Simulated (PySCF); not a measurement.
Molecule: 1-chloro-2,5-difluorobenzene (SMILES Fc1ccc(F)c(Cl)c1).

Bonds (- single, = double, # triple, : aromatic): F1-C2, C2:C3, C3:C4, C4:C5, C5-F6, C5:C7, C7-Cl8, C7:C9, C9:C2. C3 carries H10; C4 carries H11; C9 carries H12.

Frames of a GFN2-xTB Langevin trajectory at 200 K; GIAO PBE0/pcSseg-1 shieldings in PySCF 2.14.0 with density-fitted response routines, gas phase, non-relativistic; equivalent atoms averaged within each frame.

δ = σ(ref) − σ, references computed at the same level: 19F (σ = 170.95 ppm) against CFCl3; 13C (σ = 186.93 ppm) and 1H (σ = 31.72 ppm) against TMS; HCl for 35Cl (σ = 949.78 ppm). The references are static minima.

Q: How do the shifts (ppm) fluctuate along the trajectory?

A: 
```
         time (fs)      F6      F1     C5     C2     C7     C9     C4     C3  Cl8   H11
               250  -123.9  -130.3  165.8  163.0  132.0  125.7  124.0  119.6  189  7.86
               425  -115.2  -118.1  167.5  170.0  138.1  128.4  121.6  124.4  246  7.98
               625  -120.1  -111.3  165.3  165.9  131.0  124.5  131.5  123.2  230  8.00
               800  -116.2  -120.6  166.5  167.4  132.6  122.4  125.2  124.1  180  8.09
              1000  -110.1  -120.3  164.9  166.4  135.6  116.7  124.5  124.2  246  7.79
    mean of frames  -117.1  -120.1  166.0  166.5  133.9  123.5  125.4  123.1  218  7.94
standard deviation     5.2     6.8    1.0    2.5    2.9    4.4    3.7    2.0   31  0.12
```

5 frames give an uncertainty of the mean of about the standard deviation over 2.2 at best, since frames this close in time may not be independent; classical motion lacks zero-point vibration, and the reference would need the same averaging.
